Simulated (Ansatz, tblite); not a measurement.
Forces on Hf2S3 at its r2SCAN-D4/def2-SVP geometry. Charge 0, multiplicity 1.

In the def2 sets Hf takes a core potential; there is no spin–orbit coupling. The xTB rows come from tblite. The restricted singlet is unstable towards broken spin symmetry in Hartree–Fock (as tested in another run); at PBE-D4/def2-TZVP this wasn't settled. No other spin state of charge 0 was run. Another isomer (singlet) lies 3.18 eV lower at PBE0-D4/def2-TZVP; other spin states weren't run for this one.

GFN1-xTB (tblite), largest force 11.79 eV/Å:

```xyz
5
positions Å, forces eV/Å
Hf    0.607   -0.426   -1.182    6.142    1.140  -10.001
Hf   -0.736   -0.732    0.932   -6.405   -1.727    9.748
S     1.590   -1.449    0.799    0.321   -0.476    0.136
S    -1.567    0.984   -0.853   -0.217   -0.200   -0.167
S     0.107    1.623    0.304    0.159    1.264    0.284
```

GFN2-xTB (tblite), largest force 6.62 eV/Å:

```
Hf 3.532 0.694 -5.551
Hf -3.510 -0.915 5.532
S 0.162 -0.283 0.062
S -0.393 -0.052 -0.257
S 0.209 0.556 0.213
```

PBE-D4/def2-TZVP (Ansatz), largest force 0.45 eV/Å:

```
Hf 0.128 0.161 -0.158
Hf -0.105 0.105 0.211
S -0.111 0.056 -0.062
S 0.348 -0.018 0.218
S -0.259 -0.305 -0.210
```
